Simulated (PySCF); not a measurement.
H3O3P, SMILES OP(O)O. Heavy atoms are numbered as in [P:1]([OH:2])([OH:3])[OH:4]. Hydrogens are named by the atom that carries them.

Geometry: B3LYP-D3(BJ)/def2-SVP. One conformer was computed; it need not be the lowest.

The numbers are results of PBE/pcSseg-1 run with PySCF, not measurements.

GIAO shieldings, no solvent; atoms alike by connectivity are averaged. δ = σ(ref) − σ: ³¹P against PH3 (σ = 576.8 ppm); ¹⁷O against H2O (σ = 334.3 ppm); ¹H against TMS (σ = 31.49 ppm), references at their B3LYP-D3(BJ)/def2-TZVP geometries, non-relativistic.

Computed chemical shifts:
```csv
nucleus,atoms,count,δ (ppm)
³¹P,P1,1,456.4
¹⁷O,O2 (OH),3,155.9
¹H,H on O2,3,2.92
```
